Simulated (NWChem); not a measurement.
Species: SnHSF, singlet; SMILES [F][Sn][SH]

```xyz
4

Sn     0.3351     0.4624     0.0000
F     -1.5176     1.0917     0.0000
S     -0.2587    -1.9161     0.0000
H      1.0432    -2.2859     0.0000
```
Atoms are numbered in this order, from 1.

All runs: NWChem. Low-valent species are run as closed-shell singlets; no triplet was tried in these runs. The geometry was optimised at PBE0/def2-SVP. def2 effective core potentials on Sn; no spin-orbit coupling. Vertical excitations in the gas phase; the lowest state need not have the same character in each row.

```
level                           lowest excitation, singlet (eV)  oscillator strength of that lowest state  lowest state with f > 0.02, singlet (eV)  oscillator strength of that bright state  orbital gap (eV)
------------------------------  -------------------------------  ----------------------------------------  ----------------------------------------  ----------------------------------------  ----------------
PBE/def2-SVP, full TDDFT                                   3.51                                     0.019                                      3.95                                     0.035              3.13
B3LYP/def2-SVP, full TDDFT                                 3.59                                     0.023                                      3.59                                     0.023              4.42
PBE0/def2-SVP, full TDDFT                                  3.69                                     0.028                                      3.69                                     0.028              4.83
CAM-B3LYP/def2-SVP, full TDDFT                             3.65                                     0.028                                      3.65                                     0.028              6.93
```
